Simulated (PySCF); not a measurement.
Delta-SCF ions had no search for a lower state. Excitations are Tamm–Dancoff values on a coarser integration grid. The basis has no diffuse functions, so Rydberg states are missing or too high.

## C7H13BS, SMILES `C1[C@]2(CC[C@@](C2)(B)C1)S` (charge 0, multiplicity 1)

Method: PySCF with PBE-D3(BJ)/def2-TZVP // PBE0-D3(BJ)/def2-SVP.

```json
{
  "HOMO": "-5.45 eV",
  "dipole_moment": "1.03 D",
  "HOMO–LUMO gap": "3.06 eV",
  "LUMO": "-2.39 eV",
  "S1 excitation (TDA)": "3.08 eV",
  "S1 oscillator strength": "0.004",
  "T1 excitation (TDA)": "3.04 eV",
  "S1–T1 gap (TDA)": "0.04 eV",
  "vertical ionisation energy (Delta-SCF)": "8.33 eV",
  "total_energy": "-697.1247 Ha",
  "cost": "about 11 core-minutes (a rough figure)"
}
```

```xyz
22

B      2.4697    -0.3005     0.5887
C      0.9981    -0.0180     0.1888
C      0.5626    -1.2908    -0.6132
C     -0.9859    -1.2274    -0.5696
C     -1.2663     0.0581     0.2219
S     -2.9674     0.0473     0.8451
C     -0.8908     1.2603    -0.6584
C      0.6554     1.1973    -0.6990
C     -0.1209     0.0365     1.2412
H      2.7191    -0.9370     1.5890
H      3.3844     0.0249    -0.1363
H      0.9245    -2.2164    -0.1364
H      0.9641    -1.2739    -1.6367
H     -1.4402    -1.1955    -1.5709
H     -1.4040    -2.0981    -0.0416
H     -2.9072     1.2461     1.4653
H     -1.3675     1.1950    -1.6477
H     -1.2417     2.1936    -0.1918
H      1.0584     1.0803    -1.7163
H      1.0972     2.1168    -0.2856
H     -0.1535    -0.8442     1.9001
H     -0.0883     0.9455     1.8634
```
